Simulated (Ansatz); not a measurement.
Born–Oppenheimer molecular dynamics of C₂H₈ClNSn (13 atoms, charge 0, multiplicity 1). It starts from a relaxed structure.

All numbers below come from Ansatz 0.2.0, RKS PBE/def2-SVP.

```json
{
 "ensemble": "NVT, Nosé–Hoover chain",
 "time step": "0.5 fs",
 "steps asked": "300",
 "set temperature": "500 K",
 "thermostat": "time constant 100 fs, chain length 3 (defaults)",
 "seed": "856333"
}
```

Frames 5 fs apart, positions in Å, forces in eV/Å.

Velocities at 75 fs (Å/ps):

```
Sn 0.94 0.07 -0.75
H -9.39 -14.68 -30.96
H 4.77 -3.99 -17.18
N -5.13 2.68 4.56
C -6.93 7.44 -1.92
H 12.62 14.01 -7.64
H 15.87 -22.80 -1.54
H -11.01 21.84 5.42
C 1.61 -2.43 2.31
H 23.06 2.63 12.97
H -22.51 -14.79 0.61
H -15.47 -11.84 -11.73
Cl 0.75 -2.14 1.99
```

```xyz
13
Properties=species:S:1:pos:R:3:forces:R:3 time_fs=75 energy_less_start_eV=0.392 T=296
Sn -0.074 0.040 0.031 0.44 0.99 -1.14
H -0.900 -0.615 1.301 -0.70 -0.47 0.72
H 1.510 0.603 0.412 0.08 -0.08 -0.13
N -1.023 1.844 -0.488 0.98 -0.53 0.00
C -2.428 2.056 -0.427 -1.33 -1.80 -0.28
H -2.982 1.093 -0.065 0.64 1.34 -0.40
H -2.673 2.877 0.271 -0.24 0.31 0.16
H -2.841 2.300 -1.451 -0.11 0.02 0.45
C -0.308 3.002 -0.992 -0.64 0.24 -0.11
H -0.566 3.348 -2.047 -0.44 -0.29 0.52
H -0.517 3.882 -0.289 0.58 -0.47 -0.60
H 0.742 2.747 -1.115 0.89 0.20 0.48
Cl 0.167 -1.773 -1.613 -0.13 0.55 0.33
13
Properties=species:S:1:pos:R:3:forces:R:3 time_fs=80 energy_less_start_eV=0.431 T=278
Sn -0.069 0.042 0.026 -0.43 0.45 -0.60
H -1.024 -0.739 1.228 -0.01 0.11 0.04
H 1.541 0.575 0.317 0.00 -0.03 0.05
N -1.041 1.851 -0.468 0.56 -0.84 -0.59
C -2.466 2.080 -0.443 1.27 1.37 0.51
H -2.927 1.198 -0.111 -1.34 -1.76 0.61
H -2.651 2.869 0.336 -0.35 0.01 -0.28
H -2.909 2.412 -1.398 -0.06 0.03 -0.35
C -0.305 2.988 -0.979 0.96 -1.24 -0.22
H -0.535 3.341 -1.996 -0.69 -0.13 -0.61
H -0.550 3.813 -0.315 0.53 1.00 0.53
H 0.783 2.716 -1.099 -0.35 0.53 0.70
Cl 0.171 -1.782 -1.602 -0.09 0.48 0.21
13
Properties=species:S:1:pos:R:3:forces:R:3 time_fs=85 energy_less_start_eV=0.459 T=270
Sn -0.065 0.044 0.020 -1.22 -0.29 -0.02
H -1.157 -0.841 1.177 0.71 0.70 -0.49
H 1.572 0.540 0.230 -0.09 0.03 0.18
N -1.050 1.846 -0.455 -0.16 -0.42 -0.37
C -2.492 2.110 -0.448 -0.56 -1.30 1.66
H -3.051 1.132 -0.102 0.67 1.55 -0.68
H -2.709 2.888 0.362 0.02 -0.42 -0.53
H -2.974 2.517 -1.388 0.56 -0.46 0.14
C -0.292 2.959 -0.969 -0.44 1.27 0.12
H -0.635 3.289 -2.016 0.49 -0.35 0.72
H -0.452 3.882 -0.293 0.09 -0.64 -0.59
H 0.802 2.782 -0.945 0.00 -0.11 -0.23
Cl 0.173 -1.787 -1.589 -0.07 0.45 0.10
13
Properties=species:S:1:pos:R:3:forces:R:3 time_fs=90 energy_less_start_eV=0.552 T=214
Sn -0.063 0.046 0.013 -0.70 0.21 -0.59
H -1.148 -0.800 1.033 0.07 0.13 0.35
H 1.585 0.511 0.182 -0.11 0.07 0.22
N -1.060 1.832 -0.448 -0.38 -0.12 0.43
C -2.520 2.121 -0.427 1.90 0.53 -0.67
H -3.103 1.274 -0.199 -0.90 -1.83 0.41
H -2.780 2.866 0.320 0.04 0.73 0.77
H -2.928 2.537 -1.375 0.30 -0.10 -0.36
C -0.283 2.946 -0.955 0.22 -0.18 1.01
H -0.652 3.179 -1.948 0.41 0.44 -1.10
H -0.345 3.872 -0.353 -0.83 0.40 0.38
H 0.815 2.826 -0.831 0.03 -0.65 -0.78
Cl 0.176 -1.790 -1.575 -0.05 0.35 -0.06
13
Properties=species:S:1:pos:R:3:forces:R:3 time_fs=95 energy_less_start_eV=0.510 T=253
Sn -0.062 0.048 0.005 -0.16 0.58 -0.96
H -1.130 -0.733 0.974 -0.63 -0.47 1.03
H 1.575 0.499 0.185 0.02 0.13 0.20
N -1.077 1.817 -0.435 -0.01 0.36 0.56
C -2.524 2.132 -0.410 -0.43 -0.78 0.19
H -3.231 1.213 -0.258 1.27 1.09 0.01
H -2.825 2.933 0.378 0.51 -0.88 -0.80
H -2.808 2.528 -1.422 -0.10 0.08 0.25
C -0.273 2.935 -0.928 -0.15 0.10 -0.86
H -0.553 3.139 -2.023 0.42 0.12 0.76
H -0.402 3.906 -0.363 -0.27 -0.44 -0.08
H 0.832 2.736 -0.875 -0.45 -0.16 -0.11
Cl 0.178 -1.791 -1.562 -0.03 0.27 -0.17
13
Properties=species:S:1:pos:R:3:forces:R:3 time_fs=100 energy_less_start_eV=0.535 T=246
Sn -0.062 0.051 -0.005 -1.42 -0.27 0.47
H -1.211 -0.740 1.111 0.62 0.33 -0.23
H 1.568 0.516 0.235 0.03 0.09 0.14
N -1.094 1.806 -0.412 0.72 0.44 0.12
C -2.527 2.132 -0.397 1.66 -0.44 -2.16
H -3.167 1.270 -0.293 -0.47 -0.90 0.33
H -2.780 2.880 0.332 -0.25 0.92 0.97
H -2.714 2.539 -1.426 -0.55 0.11 0.32
C -0.267 2.922 -0.912 -0.70 -0.72 -0.37
H -0.382 3.137 -2.000 -0.70 0.09 -0.22
H -0.519 3.872 -0.370 0.59 -0.23 0.02
H 0.785 2.601 -0.944 0.49 0.38 0.81
Cl 0.180 -1.789 -1.550 -0.03 0.20 -0.20
13
Properties=species:S:1:pos:R:3:forces:R:3 time_fs=105 energy_less_start_eV=0.464 T=305
Sn -0.064 0.054 -0.014 -1.19 -0.39 1.04
H -1.172 -0.687 1.219 0.71 0.33 -0.54
H 1.562 0.553 0.319 -0.19 -0.02 -0.01
N -1.099 1.803 -0.387 0.93 0.33 -0.53
C -2.505 2.125 -0.412 -0.35 -0.38 0.91
H -3.149 1.201 -0.262 0.39 0.79 0.00
H -2.754 2.918 0.396 0.10 -0.83 -0.68
H -2.743 2.582 -1.385 -0.46 0.07 -0.37
C -0.271 2.893 -0.906 0.59 -0.99 -0.37
H -0.344 3.151 -1.998 -0.60 -0.23 0.03
H -0.526 3.811 -0.355 0.44 0.45 0.30
H 0.805 2.557 -0.845 -0.34 0.72 0.45
Cl 0.181 -1.787 -1.538 -0.02 0.13 -0.23
13
Properties=species:S:1:pos:R:3:forces:R:3 time_fs=110 energy_less_start_eV=0.414 T=352
Sn -0.069 0.057 -0.021 -0.02 0.14 0.24
H -0.986 -0.571 1.228 -0.41 -0.47 0.57
H 1.518 0.590 0.402 -0.04 -0.01 -0.16
N -1.089 1.806 -0.370 0.63 -0.02 -0.66
C -2.483 2.115 -0.419 -0.98 -0.49 -0.53
H -3.109 1.208 -0.221 0.11 0.30 -0.14
H -2.721 2.839 0.372 -0.21 0.45 0.47
H -2.859 2.620 -1.384 0.49 -0.68 0.53
C -0.267 2.850 -0.905 0.04 1.72 0.74
H -0.435 3.118 -1.994 0.24 -0.27 0.44
H -0.436 3.817 -0.300 -0.16 -0.55 -0.64
H 0.788 2.657 -0.646 0.34 -0.14 -0.58
Cl 0.183 -1.783 -1.528 -0.02 0.03 -0.28
13
Properties=species:S:1:pos:R:3:forces:R:3 time_fs=115 energy_less_start_eV=0.614 T=221
Sn -0.075 0.060 -0.028 -0.10 -0.10 0.76
H -0.866 -0.547 1.344 -0.36 -0.40 0.24
H 1.468 0.626 0.450 0.28 0.04 -0.23
N -1.069 1.807 -0.363 -0.27 -0.58 -0.12
C -2.475 2.101 -0.430 -0.14 -0.25 2.06
H -3.081 1.222 -0.190 -0.22 -0.51 -0.01
H -2.722 2.817 0.408 0.01 0.01 -0.34
H -2.895 2.542 -1.327 0.10 0.31 -1.18
C -0.257 2.832 -0.889 1.16 0.81 0.57
H -0.487 3.035 -1.940 0.56 0.23 -0.78
H -0.388 3.764 -0.343 -0.90 1.10 0.37
H 0.817 2.735 -0.577 -0.08 -0.61 -1.01
Cl 0.184 -1.779 -1.520 -0.04 -0.05 -0.33
13
Properties=species:S:1:pos:R:3:forces:R:3 time_fs=120 energy_less_start_eV=0.526 T=292
Sn -0.080 0.062 -0.034 -0.11 -0.75 2.23
H -0.824 -0.610 1.504 0.22 0.20 -1.05
H 1.472 0.668 0.442 0.08 -0.09 -0.31
N -1.052 1.800 -0.359 -0.59 -0.13 0.07
C -2.472 2.083 -0.414 -1.11 -1.06 0.05
H -3.096 1.136 -0.167 0.79 1.08 -0.32
H -2.732 2.822 0.397 -0.01 -0.03 -0.44
H -2.868 2.478 -1.427 0.56 -0.34 0.91
C -0.231 2.838 -0.865 -0.55 2.20 -1.13
H -0.411 2.990 -1.990 0.31 0.15 0.72
H -0.506 3.851 -0.364 0.34 -0.97 -0.49
H 0.850 2.689 -0.713 0.14 -0.16 0.10
Cl 0.185 -1.775 -1.514 -0.07 -0.08 -0.36
13
Properties=species:S:1:pos:R:3:forces:R:3 time_fs=125 energy_less_start_eV=0.604 T=248
Sn -0.086 0.063 -0.035 0.60 -0.51 1.84
H -0.746 -0.643 1.451 -0.06 0.05 -0.55
H 1.498 0.690 0.363 -0.10 -0.19 -0.29
N -1.044 1.791 -0.353 -0.04 0.73 0.02
C -2.481 2.049 -0.394 1.87 0.72 -0.60
H -3.018 1.165 -0.183 -1.05 -1.50 0.55
H -2.753 2.847 0.312 -0.18 0.31 0.32
H -2.748 2.368 -1.404 -0.52 0.31 -0.63
C -0.209 2.878 -0.859 0.25 -1.60 -1.10
H -0.276 2.985 -1.950 -0.62 0.24 -0.83
H -0.574 3.810 -0.450 0.40 1.02 0.71
H 0.886 2.611 -0.832 -0.45 0.59 1.01
Cl 0.186 -1.772 -1.510 -0.09 -0.16 -0.45
13
Properties=species:S:1:pos:R:3:forces:R:3 time_fs=130 energy_less_start_eV=0.564 T=285
Sn -0.091 0.063 -0.033 1.30 0.07 0.12
H -0.694 -0.679 1.296 -0.75 -0.62 1.04
H 1.508 0.670 0.216 0.07 -0.08 -0.10
N -1.036 1.795 -0.348 0.36 1.38 -0.07
C -2.466 2.019 -0.385 -0.77 -0.64 -0.61
H -3.065 1.036 -0.121 0.90 1.71 -0.24
H -2.801 2.906 0.269 0.30 -0.90 -0.37
H -2.720 2.298 -1.456 -0.45 -0.14 0.55
C -0.190 2.900 -0.876 -1.60 -0.12 -0.87
H -0.259 3.028 -2.011 -0.33 -0.04 0.64
H -0.528 3.893 -0.428 0.60 -0.72 -0.11
H 0.864 2.645 -0.739 0.48 0.28 0.57
Cl 0.186 -1.770 -1.509 -0.12 -0.20 -0.55
```

Of the whole run (150 fs, mean temperature of the second half 283 K): The conserved energy stayed within 0.29 meV per atom of its start (net change 0.23 meV per atom), so the integration is sound. The mean temperature of the second half is 43 % below the set value. A run of 0.15 ps of so small a system gives no equilibrium averages.

Run time: 11 min on 4 threads of Intel(R) Xeon(R) Platinum 8259CL CPU @ 2.50GHz (Skylake/Cascade Lake), with other jobs on the host, peak memory 0.21 GiB.
